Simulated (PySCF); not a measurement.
**Shapes and spin states of OsBr₂**

Level of theory: PySCF, B3LYP, basis Os def2-SVP with ECP60, Br def2-SVP (scalar-relativistic core potentials, no spin–orbit coupling, density fitting).

Relaxations began from a few typed shapes and spin states; open shells are unrestricted. The search is not exhaustive: other isomers or separated fragments can lie lower, and high-lying points may rest on an excited occupation.

```
                                                 spin  group               bonds           angles  imaginary modes (cm⁻¹)  ΔE (kJ/mol)  ΔE with ZPE (kJ/mol)
                                              quintet    D∞h  Os–Br 2.396 Å (×2)  Br–Os–Br 180.0°                    none          0.0                   0.0
                                  triplet (⟨S²⟩ 2.63)    C2v  Os–Br 2.363 Å (×2)  Br–Os–Br 168.4°                    none         59.1                  58.7
singlet (closed shell, unstable to spin polarisation)    C2v  Os–Br 2.303 Å (×2)  Br–Os–Br 156.6°                    none        168.0                 168.0
                                              singlet    D∞h  Os–Br 2.305 Å (×2)  Br–Os–Br 180.0°                25i, 25i        169.1                     –
```

The lowest minimum found is the quintet D∞h: Os–Br 2.396 Å (×2); Br–Os–Br 180.0°.

Formally Os is in oxidation state +2, d6, with 4 unpaired electrons (the high-spin count). The Mulliken spin on Os is 3.50. The polar-tensor charge on Os, 0.89, is far below the formal one.

For the lowest minimum: open d and f shells are described by one determinant, and the ground state may have another occupation or spin. No spin–orbit coupling is included, which matters more the heavier the element.

The electron or spin density has lower symmetry than the nuclear frame for the triplet (⟨S²⟩ 2.63) C2v at 59.1 kJ/mol.
